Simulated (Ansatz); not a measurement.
`CCBCC` + `O[SiH3]` → `CCBO[SiH3]` + `CC`  (ligand exchange at a B–C bond)

Gas-phase electronic energies from Ansatz, PBE0-D4/def2-TZVP geometries. CBS: MP2 limit from def2 TZ/QZ plus the TZ coupled-cluster correction, frozen cores. This one scheme is used for every species. Functionals use def2-TZVPP. B3LYP here is the variant with VWN-RPA as its local correlation; programs differ in this. HSE06 is defined as in plane-wave codes. One conformer a species, not always the lowest.

`CCBCC`:

```xyz
16

C    -0.917   -2.374   -0.738
C    -0.381   -0.971   -0.994
B    -0.163   -0.045    0.241
C     0.874    1.119    0.236
C     0.630    2.287    1.184
H    -1.823   -2.343   -0.128
H    -1.154   -2.901   -1.665
H    -0.186   -2.981   -0.196
H     0.501   -0.992   -1.645
H    -1.127   -0.397   -1.577
H    -0.820   -0.236    1.234
H     1.802    0.595    0.534
H     1.086    1.467   -0.782
H     0.469    1.935    2.206
H    -0.261    2.849    0.893
H     1.468    2.989    1.198
```

`O[SiH3]`:

Z-matrix (Å, degrees):
```
Si
O 1 1.648
H 1 1.489 2 111.7
H 1 1.489 2 111.7 3 120.9
H 1 1.481 2 105.9 3 -119.6
H 2 0.957 1 117.9 3 -60.5
```

`CCBO[SiH3]`:

Z-matrix (Å, degrees):
```
C
C 1 1.525
H 1 1.093 2 111.3
H 1 1.092 2 112.0 3 -120.2
H 1 1.093 2 111.2 3 119.3
B 2 1.563 1 115.4 3 -64.9
H 2 1.102 1 109.3 3 177.0
H 2 1.096 1 111.5 3 61.8
O 6 1.356 2 120.1 1 154.8
H 6 1.209 2 121.6 1 -27.1
Si 9 1.652 6 132.1 2 177.6
H 11 1.483 9 108.3 6 -119.5
H 11 1.483 9 108.2 6 121.6
H 11 1.486 9 110.5 6 1.1
```

`CC`:

Cartesian coordinates in Å:
```
C 0.040 -0.637 0.411
C -0.040 0.637 -0.411
H 0.942 -1.208 0.174
H 0.060 -0.421 1.482
H -0.818 -1.287 0.223
H -0.942 1.208 -0.174
H -0.060 0.421 -1.482
H 0.818 1.287 -0.223
```

```
             level  ΔE (kJ/mol)  difference from CCSD(T)/CBS
         revPBE-D4       -135.8                          6.5
           PBE0-D4       -139.0                          3.3
          B3LYP-D4       -147.8                         -5.5
          BHLYP-D4       -151.1                         -8.8
           ωB97M-V       -142.5                         -0.2
          PBE-QIDH       -142.2                          0.1
            r2SCAN       -143.1                         -0.8
              PBE0       -139.5                          2.8
             HSE06       -139.5                          2.8
             BHLYP       -151.2                         -8.9
RPA@PBE/def2-TZVPP       -145.4                         -3.1
     CCSD/def2-SVP       -163.5                        -21.2
   CCSD/def2-TZVPP       -145.3                         -3.0
SCS-MP2/def2-QZVPP       -145.6                         -3.3
     MP2/CBS(def2)       -141.5                          0.8
    CCSD/CBS(def2)       -142.8                         -0.5
       CCSD(T)/CBS       -142.3                            0
```

**Question.** What do rigid-rotor, harmonic-oscillator terms from PBE0-D4/def2-TZVP frequencies (298.15 K, 1 bar) make of the CCSD(T)/CBS value? (An estimate is asked.)

**Answer.** Computed: ΔZPE = +5.3 kJ/mol, ΔH = -137.0 kJ/mol, ΔS = -6 J/(mol·K), ΔG = -135.3 kJ/mol. Modes under 50 cm⁻¹ make the entropy rough.

Largest T1 diagnostic among the species: 0.011.

In def2-TZVPP, CCSD(T) changes the Hartree–Fock value by +11.1 kJ/mol (the triples alone add +0.6 kJ/mol) and MP2 by +11.9 kJ/mol. Leaving LDA and LC-ωPBE aside and taking each functional with its dispersion term where it has one, the values spread over 15.3 kJ/mol, from BHLYP-D4 to revPBE-D4.
